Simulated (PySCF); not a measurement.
Species: C3H9NO4S2.
Atom-mapped SMILES: `[CH3:1][N:2]([S:3]([CH3:4])(=[O:5])=[O:6])[S:7]([CH3:8])(=[O:9])=[O:10]` (hydrogens: H11, H12, H13 on C1; H14, H15, H16 on C4; H17, H18, H19 on C8)

Structure used (GFN2-xTB), in Å, numbered top down from 1:
```xyz
19
C3H9NO4S2 angstrom
C     -0.4222   -0.9212   -1.7310
N      0.1208   -0.4412   -0.4810
S     -0.6465   -0.8674    0.9381
C     -2.1262    0.1475    1.0471
O      0.2643   -0.5247    1.9849
O     -1.0332   -2.2392    0.8101
S      0.8927    1.0541   -0.4310
C      2.4194    0.6932    0.4319
O      1.1787    1.4202   -1.7843
O      0.0818    1.9524    0.3347
H     -0.7134   -1.9582   -1.5758
H      0.3535   -0.8494   -2.4902
H     -1.2846   -0.3308   -2.0514
H     -1.8108    1.1782    0.9457
H     -2.8016   -0.1586    0.2597
H     -2.5657   -0.0328    2.0198
H      2.9519    1.6264    0.5691
H      2.1463    0.2515    1.3817
H      2.9851    0.0093   -0.1855
```

Computed at PBE0/pcSseg-1 (PySCF, non-relativistic), with Q(14N) = 0.02044 b, Q(33S) = −0.0678 b, Q(17O) = −0.0256 b: N2, 14N (I = 1): χzz = -5.960 MHz, η = 0.130; S3, 33S (I = 3/2): χzz = -11.98 MHz, η = 0.160; O5, 17O (I = 5/2): χzz = -8.060 MHz, η = 0.153; O6, 17O (I = 5/2): χzz = -7.863 MHz, η = 0.262; S7, 33S (I = 3/2): χzz = -12.91 MHz, η = 0.078; O9, 17O (I = 5/2): χzz = -7.947 MHz, η = 0.202; O10, 17O (I = 5/2): χzz = -7.855 MHz, η = 0.130.

Find the zero-field quadrupole resonance frequencies of 14N at N2.

From ν± = (3/4)|χ|(1 ± η/3) and ν0 = |χ|η/2: ν+ 4.664 MHz, ν− 4.276 MHz, ν0 0.388 MHz (sulfonyl-bound nitrogen).

Where would the pure quadrupole (NQR) lines of 33S at S3 fall for the rigid, isolated species?

From ν = (|χ|/2)√(1 + η²/3): ν = 6.015 MHz (sulfonyl sulfur).

Where would the pure quadrupole (NQR) lines of 17O at O5 fall for the rigid, isolated species?

From the eigenvalues of H = χ/[4I(2I − 1)] × [3Iz² − I(I + 1) + η(Ix² − Iy²)], steps between neighbouring levels, labelled as for η = 0: ±1/2↔±3/2 1.239 MHz, ±3/2↔±5/2 2.407 MHz (sulfonyl oxygen).

Where would the pure quadrupole (NQR) lines of 17O at O6 fall for the rigid, isolated species?

From the eigenvalues of H = χ/[4I(2I − 1)] × [3Iz² − I(I + 1) + η(Ix² − Iy²)], steps between neighbouring levels, labelled as for η = 0: ±1/2↔±3/2 1.265 MHz, ±3/2↔±5/2 2.327 MHz (sulfonyl oxygen).

Find the zero-field quadrupole resonance frequencies of 33S at S7.

From ν = (|χ|/2)√(1 + η²/3): ν = 6.463 MHz (sulfonyl sulfur).

Where would the pure quadrupole (NQR) lines of 17O at O9 fall for the rigid, isolated species?

From the eigenvalues of H = χ/[4I(2I − 1)] × [3Iz² − I(I + 1) + η(Ix² − Iy²)], steps between neighbouring levels, labelled as for η = 0: ±1/2↔±3/2 1.244 MHz, ±3/2↔±5/2 2.365 MHz (sulfonyl oxygen).

Where would the pure quadrupole (NQR) lines of 17O at O10 fall for the rigid, isolated species?

From the eigenvalues of H = χ/[4I(2I − 1)] × [3Iz² − I(I + 1) + η(Ix² − Iy²)], steps between neighbouring levels, labelled as for η = 0: ±1/2↔±3/2 1.200 MHz, ±3/2↔±5/2 2.349 MHz (sulfonyl oxygen).

In a crystal, neighbours and librations shift these lines. GFN2-xTB bond lengths can be off by several hundredths of an ångström, more for odd bonds, and the gradients follow them. The small basis limits the accuracy of the gradients.

These values come from a run that also computed NMR shieldings. Time: 65 s (with the writing of density and orbital grids); peak memory 1.1 GiB. Hardware: one thread, Arm Neoverse V1 (aarch64), shared host.

One conformer stands for the species.
